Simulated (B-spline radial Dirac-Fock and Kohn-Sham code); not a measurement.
# Photoionisation of lutetium ions at W Kα (59318.2 eV)

Method: a relativistic central-field model (Hartree-Slater potential of the initial state, Latter tail, multipole expansion of the photon field, Dirac-Fock thresholds). Computed with a radial finite-basis atomic code. Cross sections in kb; a dash marks an empty subshell or a threshold above the photon energy.

```
 ion      configuration   total  2p3/2      4s     4d3/2     5p1/2     5d3/2
  Lu  [Xe] 4f14 5d1 6s2  0.8401  0.178  0.0169  0.000721  0.000992  3.31e-06
Lu⁴⁺          [Xe] 4f13  0.8404  0.178  0.0170  0.000726   0.00111         –
Lu⁵⁺          [Xe] 4f12  0.8409  0.178  0.0170  0.000734   0.00120         –
```
